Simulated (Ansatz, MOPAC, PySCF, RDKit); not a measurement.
Noncovalent pair: CH4 (SMILES C) (first 5 atoms) with CH2O2 (SMILES O=CO); geometry from B3LYP-D3(BJ)/def2-TZVP, rigid monomers moved along the line of their centres of mass till C1···H10 is 2.78 Å.
(charge 0, multiplicity 1):
```xyz
10

C     -0.068     0.023     0.098
H      0.134    -0.232    -0.941
H      0.634    -0.507     0.741
H      0.049     1.100     0.222
H     -1.091    -0.273     0.337
O      1.154    -0.666     3.944
C      0.335     0.062     4.428
O     -0.585     0.758     3.744
H      0.225     0.259     5.502
H     -0.467     0.567     2.798
```

Interaction energies are E(AB) − E(A) − E(B) at the monomers' geometry in the complex; basis-set methods are counterpoise corrected. Rows marked so take none. RDKit's UFF carries no charges.

Rows in 6-311+G**, 6-31G* carry no dispersion term and start afresh at each structure (6-31G* with six Cartesian d functions). MP2/6-31G* freezes PySCF's default core. The state that PM3, PM6, PM7 reach isn't checked; PM7 holds dispersion and hydrogen-bond terms.

The values were computed with Ansatz (an electronic-structure program) with Gaussian orbitals; MOPAC for PM3, PM6, PM7 (differences of heats of formation); PySCF for 6-311+G** rows, 6-31G* rows, the dispersion terms; RDKit for the force fields. 

| level | interaction energy (kJ/mol) |
|---|---|
| UFF | -1.8 |
| PM3 | -4.7 |
| PM6 | -3.5 |
| PM7 | -4.4 |
| PBE-D4/def2-TZVPPD | -6.7 |
| r2SCAN-D3(BJ)/def2-TZVPPD | -6.5 |
| B3LYP/6-31G* (no counterpoise) | [?] |
| B3LYP/6-311+G** (no counterpoise) | [?] |
| MP2/6-31G* | -3.2 |

Problem. What belongs in the gaps?

Solution. 
- B3LYP/6-31G* (no counterpoise), interaction energy (kJ/mol): -5.2
- B3LYP/6-311+G** (no counterpoise), interaction energy (kJ/mol): -2.3
